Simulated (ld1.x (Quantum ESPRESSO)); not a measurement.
**Varying the TM semilocal potential for cadmium (Cd)**

Base potential:

- Element: cadmium
- Generator: ld1.x (Quantum ESPRESSO) 7.5
- Type: norm-conserving Troullier–Martins (semilocal form)
- Functional: PBEsol
- Relativity: scalar-relativistic
- Frozen core: [Ar] 3d10
- Valence charge: 20
- Reference configuration: 4s2 4p6 4d10 5s2 5p0
- Partial waves: 4s (bound): rc 1.05 bohr; 4d (bound): rc 1.25 bohr; 4p (bound): rc 1.10 bohr
- Local potential: the p channel
- Core correction: none

Occupied shells without a wave of their own: 5s. They enter only through the test configuration that unscreens the potential.

All-electron outer shells of the reference configuration (PBEsol, scalar-relativistic, ld1.x):

| shell | level (eV) | outermost node (bohr) | outermost maximum (bohr) |
| --- | --- | --- | --- |
| 3p | -600.98 | 0.14 | 0.32 |
| 3d | -393.64 | – | 0.27 |
| 4s | -105.81 | 0.43 | 0.79 |
| 4p | -66.89 | 0.43 | 0.84 |
| 4d | -11.73 | 0.42 | 0.98 |
| 5s | -5.70 | 1.07 | 2.32 |
| 5p | -1.14 | 1.20 | 3.29 |

Cutoffs, loose and tight: the cutoffs (Ry, on a coarse ladder) from which the occupation-weighted sum of valence levels, in a spherical-Bessel basis at the reference potential, stays within 10 and 1 mRy of its value at 400 Ry. They do not see the model core or the augmentation charge, which bear on the density cutoff. Test errors are all-electron minus pseudo excitation energies from the reference, over the configurations 4s2 4p6 4d10 5s1 5p0; 4s2 4p6 4d10 5s0 5p0; 4s2 4p6 4d9 5s0 5p0; 4s2 4p6 4d10 5s0 5p2; 4s2 4p5 4d10 5s2 5p0; 4s2 4p6 4d9 5s2 5p1; 4s2 4p6 4d10 5s0 5p1. A dash means not determined; rows that change the core or the reference have their own tests.

A semilocal file is local in each channel, so a ghost entry of none says nothing of the separable form that plane-wave codes build from it.

```tsv
change	outcome	cutoff, loose	cutoff, tight	bound ghosts	largest test error (meV)
base	generated, misses its reference levels by 0.22 eV	160 Ry	260 Ry	none	-1051
all radii scaled by about 0.85 (s 0.90, p 0.94, d 1.06 bohr)	generated	180 Ry	300 Ry	none	-480
all radii scaled by about 0.89 (s 0.94, p 0.98, d 1.12 bohr)	generated	180 Ry	300 Ry	none	-514
all radii scaled by about 1.07 (s 1.12, p 1.18, d 1.34 bohr)	generated, misses its reference levels by 0.33 eV	140 Ry	230 Ry	none	-1527
all radii scaled by about 1.14 (s 1.20, p 1.24, d 1.42 bohr)	generated, misses its reference levels by 0.59 eV	120 Ry	180 Ry	none	-2696
all radii scaled by about 1.22 (s 1.28, p 1.34, d 1.54 bohr)	generated, misses its reference levels by 1.02 eV	100 Ry	160 Ry	none	-4632
all radii scaled by about 1.31 (s 1.38, p 1.44, d 1.64 bohr)	generated, misses its reference levels by 1.70 eV	80 Ry	140 Ry	none	-7576
all radii scaled by about 1.36 (s 1.42, p 1.50, d 1.70 bohr)	generated, misses its reference levels by 2.05 eV	80 Ry	120 Ry	none	-9065
```

(1) What comes out with this change to the base: all radii scaled by about 0.78 (s 0.82, p 0.86, d 0.96 bohr)?

Results:

(1) outcome: generated; cutoff, loose: 230 Ry; cutoff, tight: 300 Ry; bound ghosts: none; largest test error (meV): -505.

Reading the sweep of the scale of all radii (base = 1) (base included, trends over the rows without a ghost): The loose cutoff falls from 230 Ry at 0.78 to 80 Ry at 1.36. A larger radius leaves more room for a smooth pseudo-wave, so fewer plane waves are needed; a smaller one forces it to follow the all-electron wave where it bends sharply. The median size of the test errors (rows with all tests solved) rises from 205.8 meV at 0.78 to 4437.3 meV at 1.36, with one reversal. More of the atom is replaced by a form fitted at one configuration, so other configurations suffer as the radius grows.
